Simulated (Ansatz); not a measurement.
Gas-phase electronic energies from Ansatz, PBE0-D4/def2-TZVP geometries. CBS: MP2 limit from def2 TZ/QZ plus the TZ coupled-cluster correction, frozen cores. This one scheme is used for every species. For Ga outer-core shells are correlated without core-valence functions, which leaves a few kJ/mol of doubt a bond. Scalar relativity is left out up to krypton. One conformer a species, not always the lowest.

`CO[SiH2]N[SiH3]` + `[GaH3]` → `[SiH3]N[SiH2][GaH2]` + CH₃OH  (formal exchange of groups at the Si–O bond)

| species | MP2/CBS(def2) energy (Eh) |
| --- | --- |
| `CO[SiH2]N[SiH3]` | -751.49186 |
| `[GaH3]` | -1925.68460 |
| `[SiH3]N[SiH2][GaH2]` | -2561.55949 |
| CH₃OH | -115.58363 |

Problem. Work out ΔE.

Solution. ΔE = (-2561.55949) + (-115.58363) − (-751.49186) − (-1925.68460) = 0.03334 Eh = +87.5 kJ/mol. CCSD(T)/CBS gives +82.2 kJ/mol.

Largest T1 diagnostic among the species: 0.013.

The D4 term adds −5.7 kJ/mol with B3LYP and −2.8 kJ/mol with PBE0; it sums over pairs of atoms, weighted by their polarisabilities, and B3LYP, whose exchange is more repulsive, gets the larger term. In def2-TZVPP, CCSD(T) changes the Hartree–Fock value by −39.5 kJ/mol (the triples alone add −4.5 kJ/mol) and MP2 by −34.1 kJ/mol. From PBE to PBE0 (25 % exact exchange), in def2-TZVPP and without D4, ΔE moves by +7.2 kJ/mol.

B3LYP here is the variant with VWN-RPA as its local correlation; programs differ in this.
